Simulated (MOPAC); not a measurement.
MOPAC input (PM7):

```
PM7 1SCF CHARGE=-1 GEO-OK AUX(PRECISION=9) THREADS=1
FOS

O    -1.26833340 1   -0.54710562 1    0.00824721 1
S    -0.14922914 1    0.49793037 1    0.02004487 1
F     1.39270370 1   -0.39889344 1   -0.04296616 1
```

Task: What heat of formation does the run end on, and which ionisation energy by Koopmans theorem?

Result: -93.88 kcal/mol; 2.09 eV.
